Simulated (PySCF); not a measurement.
CH7B2N.
Bonds: B1–N2, N2–B3, N2–C4. Hydrogens: H5, H6 on B1; H7, H8 on B3; H9, H10, H11 on C4.

Computed, not measured: EOM-IP-CCSD/aug-cc-pVDZ in PySCF, restricted Hartree–Fock reference, 4 core orbitals frozen, non-relativistic, gas phase, PBE0-D3(BJ)/def2-SVP geometry.

Hartree–Fock orbital energies give these Koopmans values (eV): HOMO 11.55, HOMO-1 12.40, HOMO-2 13.01, HOMO-3 13.93, HOMO-4 15.71, HOMO-5 15.86, HOMO-6 16.39, HOMO-7 18.20.

Q: What vertical ionisation energies does EOM-IP-CCSD give?

A: 
| leading hole (HF orbital) | Koopmans (eV) | EOM-IP-CCSD (eV) | change (eV) | one-hole share |
| --- | --- | --- | --- | --- |
| HOMO | 11.55 | 10.80 | -0.75 | 0.95 |
| HOMO-1 | 12.40 | 11.69 | -0.71 | 0.96 |
| HOMO-2 | 13.01 | 12.23 | -0.78 | 0.95 |
| HOMO-3 | 13.93 | 12.84 | -1.09 | 0.95 |
| HOMO-4 | 15.71 | 14.68 | -1.03 | 0.94 |
| HOMO-5 | 15.86 | 14.82 | -1.04 | 0.94 |
| HOMO-6 | 16.39 | 15.29 | -1.10 | 0.95 |
| HOMO-7 | 18.20 | 16.77 | -1.43 | 0.92 |

Q: Does the order of the lines follow the orbital energies?

A: Yes, no two lines change places. The corrections run from -1.43 to -0.71 eV, with a mean of -0.99 eV over the 8 lines; no line lies above its Koopmans value.

Q: At what kinetic energies would He I light (21.22 eV) eject these electrons?

A: 10.42 eV (HOMO), 9.53 eV (HOMO-1), 8.99 eV (HOMO-2), 8.38 eV (HOMO-3), 6.54 eV (HOMO-4), 6.40 eV (HOMO-5), 5.93 eV (HOMO-6), 4.45 eV (HOMO-7).

Q: What total energy has the lowest final state, and which wavelength reaches it?

A: E(CCSD) + ionisation energy = -146.37018 + 0.39676 = -145.97342 Eh, at the geometry of the initial state. The threshold wavelength is 1239.84 eV nm/10.80 eV = 114.8 nm.

Lines less than 0.15 eV apart could change places at a higher level. One root was sought for each valence orbital with −ε under 21 eV, eight at most, so deeper holes and satellites are missing; no vibrational structure.
